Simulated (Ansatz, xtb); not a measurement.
Pulling on the Bi1–H2 bond in BiH3 (SMILES [BiH3]) (multiplicity 1 held, fragments rigid). Energies count from the point at 1.797 Å.
Geometry at that point (charge 0, multiplicity 1):
```
atom    x (Å)    y (Å)    z (Å)
----  -------  -------  -------
Bi     0.0006  -0.0011   0.0359
H     -1.4703  -0.2134  -0.9736
H      0.9197  -1.1034  -1.0448
H      0.4970   1.4112  -0.9575
```

R- and RO- levels are restricted; in cc, def2 and unpolarised 6-31G sets they are followed outwards from rest. U- levels take the lowest unrestricted solution at each point, which mixes spins at long bonds. Levels need not reach the same state.

Frozen-core correlation. Filled d and f shells under p-block atoms count as core.

The values were computed with Ansatz (Gaussian orbitals); xtb for the GFN methods. Values without a source in brackets are computed. In def2 rows elements past Kr take small-core potentials, without spin–orbit coupling. The GFN methods have no spin term and hold the electronic entropy of 300 K.

**Question.** One of these levels gives 87.06 kcal/mol for the energy at R = 5.749 Å. Name it.
(A) GFN2-xTB
(B) U-MP2/def2-TZVPP
(C) R-SCS-MP2/def2-TZVPP

**Answer.** A, GFN2-xTB. The others give 58.67 (U-MP2/def2-TZVPP), 71.08 (R-SCS-MP2/def2-TZVPP)

Doubts at one or more of the structures used: a spin-contaminated determinant (U-MP2/def2-TZVPP); a restricted determinant that unrestricted orbitals would lower (R-SCS-MP2/def2-TZVPP).

Ansatz is a quantum-chemistry and plane-wave program.
